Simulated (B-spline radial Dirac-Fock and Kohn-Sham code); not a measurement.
# K-line shifts caused by a second vacancy in Nd¹⁶⁺

System: Nd¹⁶⁺, configuration [Kr] 4d8.

Input of the calculation (task.json; shells as n, l, electrons):

```json
{"items": [{
  "Z": 60,
  "q": 16,
  "cfg": [[1, 0, 2], [2, 0, 2], [2, 1, 6], [3, 0, 2], [3, 1, 6], [3, 2, 10], [4, 0, 2], [4, 1, 6], [4, 2, 8]],
  "A": 142,
  "rrms": 4.9123,
  "do": ["binding", "quiet", "double"]
}]}
```

Launch: `python xray_run.py task.json out`

Level of theory: ΔSCF Dirac-Fock with Breit, self-energy and vacuum polarisation, finite nucleus, configuration average; a radial atomic solver. Each two-hole energy is an average over J within one jj subconfiguration, not an observable level; in light atoms, where LS coupling holds, the j-resolved values are not observed lines, and for a K spectator the Kα1 hypersatellite is nearly forbidden. Electron correlation is not included.

Lines without a spectator: Kα2 (K-L2) 36845.4 eV, Kα1 (K-L3) 37359.2 eV, Kβ3 (K-M2) 42167.4 eV, Kβ1 (K-M3) 42272.4 eV. Shifts in eV with one spectator hole (a dash: not computed, or left out as unreliable):

```
spectator hole     Kα2     Kα1     Kβ3     Kβ1
        K (1s)  +729.2  +763.9  +937.6  +945.4
    L2 (2p1/2)   +85.7  +110.8       –  +226.2
    L3 (2p3/2)   +76.1   +78.9  +188.8       –
    M2 (3p1/2)       –  +15.16   +33.1   +39.4
    M3 (3p3/2)   +9.98       –   +31.6   +31.4
```

With n spectator holes in 2p, averaged over the 2p shell (energies in eV):

```tsv
n	KαLⁿ	step	hypersatellite KαʰLⁿ
0	37187.9	–	37940.2
1	37275.0	+87.1	38029.1
2	37363.6	+88.6	38119.3
3	37453.6	+90.0	38211.0
4	37545.0	+91.5	38304.2
5	37638.0	+92.9	38398.8
```
